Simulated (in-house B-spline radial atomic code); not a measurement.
RPA and G0W0 for K⁺, [Ne] 3s2 3p6, as one setting changes: the radius of a hard wall (bohr). Start: PBE. A dash marks a level of low quasi-particle weight. Computed with a B-spline radial code for spherical atoms: all electrons, non-relativistic, point nucleus, each spin shell either full or empty, empty states to l = 9 with an (l + 1/2)⁻⁴ tail; G0W0 by contour deformation at full frequency.

| radius of a hard wall (bohr) | mean-field level (eV) | G0W0 level (eV) | RPA correlation (Eh) |
| --- | --- | --- | --- |
| 2 | 8.659 | 3p -1.509 | -1.2286 |
| 2.5 | -11.987 | 3p -20.755 | -1.17 |
| 3 | ? | ? | ? |
| 3.5 | -22.844 | 3p -30.20 | -1.1391 |
| 4 | -24.092 | 3p -31.10 | -1.1364 |
| 5 | -24.784 | 3p -31.46 | -1.1353 |
| 6 | -24.883 | 3p -31.47 | -1.1351 |
| 8 | ? | ? | ? |
| 12 | -24.896 | 3p -31.45 | -1.1348 |

Problem. What belongs in the row for 3?

Solution. mean-field level (eV): -19.753; G0W0 level (eV): 3p -27.658; RPA correlation (Eh): -1.1472.

Problem. What belongs in the row for 8?

Solution. mean-field level (eV): -24.896; G0W0 level (eV): 3p -31.46; RPA correlation (Eh): -1.1349.
